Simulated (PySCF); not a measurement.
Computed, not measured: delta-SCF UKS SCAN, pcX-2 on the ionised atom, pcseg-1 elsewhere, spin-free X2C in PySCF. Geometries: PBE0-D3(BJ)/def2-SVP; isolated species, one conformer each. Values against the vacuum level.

Question: Order these sites by rising C 1s binding energy.
A. C7 in `[N:1]#[C:2][C@@H:3]1[CH2:4][C@:5]1([Cl:6])[CH:7]([Cl:8])[Cl:9]`
B. Carbon in `COBOC`
C. C5 in `[CH3:1][O+:2]([CH3:3])[GaH2-:4][CH2:5][Cl:6]`
D. C2 in `[CH3:1][CH2:2][B:3]([OH:4])[OH:5]`

Answer: D (290.20 eV), C (290.89 eV), B (292.50 eV), A (294.44 eV).

From the lowest up, the atoms are bonded to: C, 2 H and B (290.20); Cl, 2 H and Ga (290.89); O and 3 H (292.50); 2 Cl, C and H (294.44).

Question: Rank by computed O 1s binding energy, lowest first.
A. Oxygen in `[O]([GeH2][PH2])[SiH3]`
B. Oxygen in `CCB(O)O`
C. Oxygen in `COBOC`
D. Oxygen in `C[O+](C)[GaH2-][CH2]Cl`

Answer: A (537.30 eV), C (538.53 eV), B (538.94 eV), D (539.95 eV).

The highest is bonded to 2 C and Ga, the lowest to Ge and Si; the range is 2.65 eV.
